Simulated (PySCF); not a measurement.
Gas-phase reaction: 2 InH2Cl → InH + H2 + InHCl2, at 2000 K and a standard pressure of 1 bar. Level: CCSD(T)/def2-SVP†.

Computed with PySCF and rigid-rotor harmonic-oscillator thermochemistry at 1 bar. † marks an energy on the PBE0/def2-TZVP geometry and frequencies. CCSD(T) freezes the core. All species are closed-shell singlets. In: scalar-relativistic def2 core potential, no spin-orbit coupling. InH2Cl, InH, InHCl2: computed as isolated molecules; such fragments, hydroxides, amides, oligomers or adducts are transient or little studied in the gas. CCSD(T) isn't extrapolated to the basis-set limit; its ΔH°(298 K) is 18.9 kJ in def2-SVP and 24.2 kJ in def2-TZVPP. The harmonic model lacks anharmonicity and excited electronic states, which grow with temperature; levels with a mode under 35 cm⁻¹ are left out. Soft modes under 120 cm⁻¹ make the harmonic entropy rough for InHCl2.

```json
[
 {"species": "InH2Cl", "E (Ha)": "-650.01138", "H(2000 K) − E (kJ/mol)": "171.9", "S°(2000 K) (J/mol/K)": "409.3"},
 {"species": "InH", "E (Ha)": "-189.86549", "H(2000 K) − E (kJ/mol)": "76.3", "S°(2000 K) (J/mol/K)": "271.2"},
 {"species": "H2", "E (Ha)": "-1.16345", "H(2000 K) − E (kJ/mol)": "86.9", "S°(2000 K) (J/mol/K)": "187.3"},
 {"species": "InHCl2", "E (Ha)": "-1108.98530", "H(2000 K) − E (kJ/mol)": "169.3", "S°(2000 K) (J/mol/K)": "457.6"}
]
```
E: electronic energy; H − E holds the zero-point and thermal terms. 1 Ha = 2625.5 kJ/mol.

**Question.** Work out ΔH°, ΔS°, ΔG° and log10 K from these numbers.

**Answer.** 1. ΔE = 1×(-189.86549) + 1×(-1.16345) + 1×(-1108.98530) − 2×(-650.01138) = 0.00852 Ha = 22.4 kJ.
2. Δ(H − E) = 1×(76.3) + 1×(86.9) + 1×(169.3) − 2×(171.9) = -11.3 kJ, so ΔH° = 11.1 kJ.
3. ΔS° = 1×(271.2) + 1×(187.3) + 1×(457.6) − 2×(409.3) = 97.5 J/K; the number of gas molecules changes by +1.
4. ΔG° = ΔH° − TΔS° = 11.1 − 2000×(97.5)/1000 = -183.9 kJ.
5. log10 K = −ΔG°/(RT ln 10) = 4.80, with RT ln 10 = 38.29 kJ/mol; at standard pressures the products are favoured.
6. A shift of 10 kJ in ΔE would move log10 K by 0.26 here.
7. Lowering the total pressure from 1 bar to 0.01 bar multiplies the mole-fraction quotient K_x = K (p/p°)^(−Δn) by 10^2, which pushes the balance towards the products.
For scale, ΔH°(298 K) is 19 kJ at this level, 33 kJ at ωB97M-V/def2-TZVP†, and runs from -27 to 58 kJ over the 18 levels computed.
